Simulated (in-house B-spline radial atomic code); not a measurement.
Atomic self-consistent-field run: Kr+. Level of theory: scalar-relativistic (X2C) B3LYP, spin-polarised, spherical fractional occupations, exact exchange averaged over the configuration, Fermi nucleus of rms radius 4.1884 fm; calculated with a B-spline radial code for spherical atoms.

Command:
```bash
python run_scf.py task.json out
```
Settings (nuclear radius in fm, mass in u):
```
Z                36
configuration    [Ar] 3d10 4s2 4p5
hamiltonian      x2c
method           b3lyp
spin_polarised   True
nucleus          fermi
rms_radius       4.1884
atomic_mass      83.9115
speed_of_light   137.035999084
exact_exchange   averaged over the configuration
```

Output (hartree, bohr):
```
 radial grid: 82 intervals, B-splines of order 8, outer radius 60 bohr

 iter        energy (Eh)    residual
    1       -2788.485915    3.83e-01
    2       -2789.131227    1.42e-01
    3       -2789.643918    1.54e-02
    4       -2789.650615    6.05e-03
    5       -2789.651281    1.56e-03
    6       -2789.651360    3.80e-04
    7       -2789.651364    9.93e-05
    8       -2789.651364    4.31e-06
    9       -2789.651364    7.70e-07
   10       -2789.651364    5.29e-08

 total energy                     -2789.65136
 kinetic                            2864.3010
 electron-nucleus                  -6725.5165
 Hartree                            1168.5323
 exact exchange                      -18.9776
 exchange-correlation                -77.9904

 orbital      occ     eigenvalue          <r>       <r^2>       <1/r>       r_max
 1s up      1.000      -522.0946    0.0410574  0.00228225     37.6723     0.02658
 1s down    1.000      -522.0911    0.0410572  0.00228222     37.6725     0.02658
 2s up      1.000       -69.6198     0.183113   0.0396019     8.32494      0.1542
 2s down    1.000       -69.6177      0.18311   0.0396006     8.32494      0.1542
 2p up      3.000       -61.5905     0.159953    0.031323     8.00031      0.1232
 2p down    3.000       -61.5868     0.159956    0.031324     8.00013      0.1232
 3s up      1.000       -10.4381     0.529779    0.322729     2.73036      0.4669
 3s down    1.000       -10.4331     0.529757    0.322662     2.73011      0.4669
 3p up      3.000        -7.8630     0.540118    0.341396     2.55342      0.4632
 3p down    3.000        -7.8569     0.540183     0.34145     2.55286      0.4633
 3d up      5.000        -3.5926     0.555285    0.379681     2.27205      0.4113
 3d down    5.000        -3.5872     0.554605     0.37845     2.27354      0.4113
 4s up      1.000        -1.3452       1.5391     2.70136     0.86774       1.329
 4s down    1.000        -1.2980      1.54073     2.71092    0.868268       1.326
 4p up      3.000        -0.7804      1.82351     3.84785    0.722357       1.515
 4p down    2.000        -0.7477      1.83874      3.9235    0.718174       1.517
```

Time taken, with all properties: 0.5 s on 1 thread of Intel(R) Xeon(R) 6975P-C, with other jobs on the host.

One-electron X2C: radii and densities carry no picture-change correction, so inner-shell <1/r> comes out high (for 1s by about 2 % at Z = 33, 5 % at 54, 10 % at 75, 30 % at 118) and <r> low.
